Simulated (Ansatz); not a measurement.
Geometry optimisation, RHF/def2-SVP in Ansatz 0.2.0.

Input file:

```yaml
crystal:
  periodic: [false, false, false]
  atoms:
    - { symbol: Ge, position_ang: [0.0, 0.0, 0.0] }
    - { symbol: H, position_ang: [1.0763, 0.0, 1.3798] }
    - { symbol: H, position_ang: [1.6596, 0.0, 0.5553] }
    - { symbol: H, position_ang: [-0.73, 1.2648, -0.5162] }
    - { symbol: Cl, position_ang: [-1.0456, -1.8115, -0.7393] }
basis:
  gaussian: { orbitals: def2-SVP }
hamiltonian:
  xc: hf
relax:
  f_tol: 0.15
  max_steps: 25
  restrain:
    - { distance: [1, 2], at: 1.86, k: 30.0 }
    - { distance: [0, 1], at: 1.55, k: 30.0 }
    - { distance: [0, 2], at: 1.55, k: 30.0 }
```

Command:

```bash
$ ansatz run input.yaml --threads 1 --pin off --max-ram 2048MiB --backend cpu --events-out ev --progress --plain --runs-dir out
```

Problem. Where does it end, and by what steps?

Solution. It converged. The restraints hold the end off the free minimum; the threshold counts their pulls, which the force column leaves out. Restrained pairs: H2–H3 (1.01 → 1.94 Å), Ge1–H2 (1.75 → 1.52 Å), Ge1–H3 (1.75 → 1.52 Å). After 4 steps the energy has fallen by 4.173 eV (the restraints' own energy left out); H3 moved furthest, 0.56 Å.

| step | energy less start (eV) | largest force component (eV/Å) | accepted |
| --- | --- | --- | --- |
| 0 | 0.0000 | 3.186 | yes |
| 1 | -1.5874 | 3.637 | yes |
| 2 | -3.1146 | 2.681 | yes |
| 3 | -4.0863 | 1.853 | yes |
| 4 | -4.1727 | 1.794 | yes |

```xyz
5
Properties=species:S:1:pos:R:3
Ge 0.158 0.029 0.112
H 0.554 -0.041 1.578
H 1.672 -0.041 -0.003
H -0.577 1.245 -0.408
Cl -0.846 -1.738 -0.598
```

Time of the run: 4.2 s on 1 thread of Arm Neoverse V2 (shared host), peak memory 0.11 GiB.
